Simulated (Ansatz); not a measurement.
Relaxation of H3InN (5 atoms, charge 0, multiplicity 2), to a largest force component of 0.015 eV/Å in at most 40 steps.

Method: Ansatz 0.2.0, UKS PBE-D4/def2-SVP.

```xyz
5
Properties=species:S:1:pos:R:3:forces:R:3
N 0.872 -0.844 0.778 1.48 -0.12 -0.10
In -0.186 0.495 -0.286 -0.56 1.09 -0.09
H 0.565 -1.790 0.982 -0.60 -0.63 0.55
H 0.395 2.104 -0.547 0.17 0.00 0.12
H -1.682 0.008 -0.927 -0.48 -0.35 -0.47
```

Q: Where does it end, and by what steps?

A: The run converged. After 9 steps the energy has fallen by 0.429 eV; H3 moved furthest, 0.58 Å.

```
step  energy less start (eV)  largest force component (eV/Å)  accepted
   0                  0.0000                           1.476       yes
   1                 -0.2580                           1.447       yes
   2                 -0.2957                           1.369       yes
   3                 -0.3948                           0.409       yes
   4                 -0.4056                           0.301       yes
   5                 -0.4261                           0.047       yes
   6                 -0.4280                           0.048       yes
   7                 -0.4274                           0.053        no
   8                 -0.4285                           0.021       yes
   9                 -0.4286                           0.005       yes
```

```xyz
5
Properties=species:S:1:pos:R:3
N 0.887 -1.146 0.375
In -0.288 0.442 -0.317
H 0.700 -1.390 1.373
H 0.422 2.033 -0.267
H -1.756 0.034 -1.163
```

Whether the end is a true minimum wasn't checked by a vibrational analysis.

Time of the run: 25 s on 1 CPU thread of a shared host.
